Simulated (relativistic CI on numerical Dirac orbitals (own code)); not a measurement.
Slater and spin-orbit integrals, Lu+

Method of calculation: Dirac-Coulomb-Breit CI, orbitals from a KLI potential per configuration, model QED, valence Slater integrals scaled by 0.85, P86 correlation energy added to each configuration (own radial code, finite nucleus).

Slater integrals F^k, G^k are unscaled and averaged over j, outside the closed core [Xe]; ζ comes from projecting the Hamiltonian with its Breit term on Σ l·s of the shell.

- 4f¹⁴6s5d: G^2(6s,5d) = 23210, ζ(5d) = 697.09 cm⁻¹; <r>(6s) = 3.408, <r^2>(6s) = 13.09, <r>(5d) = 2.567, <r^2>(5d) = 8.046 (bohr units).
- 4f¹⁴6s6p: G^1(6s,6p) = 31006, ζ(6p) = 2851.9 cm⁻¹; <r>(6s) = 3.322, <r^2>(6s) = 12.43, <r>(6p) = 4.296, <r^2>(6p) = 20.75 (bohr units).
- 4f¹⁴5d6p: ζ(5d) = 834.24, F^2(5d,6p) = 19366, G^1(5d,6p) = 14223, G^3(5d,6p) = 9966.5, ζ(6p) = 2184.5 cm⁻¹; <r>(5d) = 2.456, <r^2>(5d) = 7.344, <r>(6p) = 4.486, <r^2>(6p) = 22.73 (bohr units).

In this model ζ of a weakly bound d, f or g electron outside closed shells comes out too small, for d by up to a factor of two or three and at times with the wrong sign; that of an outer p electron is too small as well.

For a near-neutral ion this model can misplace configurations by up to about 10,000 cm⁻¹ (more where the count of f electrons changes) and terms by 10 to 25 % of their spread. Rates follow the energies as ν³ (E1, M1) or ν⁵ (E2), so they and the lifetimes can be off by large factors. The fine structure of a lone outer electron comes out too small, for d and f at times inverted, and misplaced configurations move strength between like terms. 28 of the 29 excited levels that our extract of the measured tables holds in this range could be paired (the sources list more); they are missed by 2957 cm⁻¹ on average and 4656 at most, and levels without a partner can miss by more.

Averages of the first 10 configurations, taken without configuration mixing, which lowers the lowest level and can move excited configurations by several eV; other configurations of the list can lie among them:

```json
{"Configuration": "4f¹⁴6s²", "Parity": "even", "States": "1", "Average energy above the lowest level (eV)": "0.5"}
{"Configuration": "4f¹⁴6s5d", "Parity": "even", "States": "20", "Average energy above the lowest level (eV)": "1.8"}
{"Configuration": "4f¹⁴6s6p", "Parity": "odd", "States": "12", "Average energy above the lowest level (eV)": "4.0"}
{"Configuration": "4f¹⁴5d6p", "Parity": "odd", "States": "60", "Average energy above the lowest level (eV)": "5.6"}
{"Configuration": "4f¹⁴6s7s", "Parity": "even", "States": "4", "Average energy above the lowest level (eV)": "7.8"}
{"Configuration": "4f¹⁴6s6d", "Parity": "even", "States": "20", "Average energy above the lowest level (eV)": "8.8"}
{"Configuration": "4f¹⁴5d5f", "Parity": "odd", "States": "140", "Average energy above the lowest level (eV)": "10.7"}
{"Configuration": "4f¹⁴6s7p", "Parity": "odd", "States": "12", "Average energy above the lowest level (eV)": "9.2"}
{"Configuration": "4f¹³6s²5d", "Parity": "odd", "States": "140", "Average energy above the lowest level (eV)": "9.5"}
{"Configuration": "4f¹⁴6s8s", "Parity": "even", "States": "4", "Average energy above the lowest level (eV)": "10.5"}
```
